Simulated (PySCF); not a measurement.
(Z)-1,2-difluoroethene (C₂H₂F₂), SMILES F/C=C\F. Geometry optimised at B3LYP-D3(BJ)/def2-SVP.

Calculation: PySCF with B3LYP-D3(BJ)/def2-SVP.

Harmonic wavenumbers (cm⁻¹): 232, 511, 779, 780, 871, 1040, 1165, 1288, 1402, 1790, 3206, 3227. Rotational constants (GHz): 21.56, 5.776, 4.556; symmetry number 2.

### Question
Work out the zero-point energy and the ideal-gas rigid-rotor harmonic-oscillator thermochemistry at 298.15 K and 1 atm.

### Answer
ZPE = ½ Σ hcν = ½ × 16293 cm⁻¹ = 23.29 kcal/mol. H − E(el) = 26.31 kcal/mol. Entropy in cal/(mol K): translation 38.39, rotation 22.48, vibration 3.27, total 64.14. G − E(el) = 7.18 kcal/mol. Cp = 13.72 cal/(mol K).
